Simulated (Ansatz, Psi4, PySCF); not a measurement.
HLiO, charge +1, doublet, at a GFN2-xTB geometry (such geometries of metal compounds can be far from the true shape) (a state made from the parent by changing its charge; the spin is typed, not shown lowest). Base run: PBE/def2-SVP (PySCF).

Geometry (Å):
```xyz
3

Li     0.0000     0.0000    -1.4249
O      0.0000     0.0000     0.3666
H      0.0000     0.0000     1.3418
```
Charge +1, spin multiplicity 2.
Orbitals are unrestricted.
All else is at PySCF's defaults.

The same geometry, method and basis name were run in Ansatz (an electronic-structure program) and Psi4 and PySCF, at each program's defaults and at the settings that a row names. The base is PySCF at its defaults. Differences at the defaults can come from grids, fitting, cores and function types together.

```json
[
 {"code and settings": "PySCF, defaults (exact integrals, its default grid, spherical functions)", "ΔE vs base (mEh)": "0.000", "basis functions": "28", "E (Eh)": "-82.88025", "SCF cycles": "8"},
 {"code and settings": "Psi4, defaults (density fitting with its default set, its default grid, spherical functions)", "ΔE vs base (mEh)": "-0.022", "basis functions": "28", "E (Eh)": "-82.88027", "SCF cycles": "7"},
 {"code and settings": "Ansatz, defaults (factorised integrals, its default grid, spherical functions)", "ΔE vs base (mEh)": "-0.008", "basis functions": "28", "E (Eh)": "-82.88025", "SCF cycles": "-"},
 {"code and settings": "PySCF, density fitting with def2-universal-jkfit", "ΔE vs base (mEh)": "-0.023", "basis functions": "28", "E (Eh)": "-82.88027", "SCF cycles": "8"},
 {"code and settings": "PySCF, fine grid", "ΔE vs base (mEh)": "-0.008", "basis functions": "28", "E (Eh)": "-82.88025", "SCF cycles": "8"},
 {"code and settings": "Psi4, exact integrals, spherical functions, fine grid", "ΔE vs base (mEh)": "-0.008", "basis functions": "28", "E (Eh)": "-82.88025", "SCF cycles": "9"},
 {"code and settings": "Ansatz, high accuracy", "ΔE vs base (mEh)": "-0.008", "basis functions": "28", "E (Eh)": "-82.88025", "SCF cycles": "-"}
]
```

Open shells are given as the SCF converged; they aren't shown to be the lowest states, and a large step between rows can be another state.
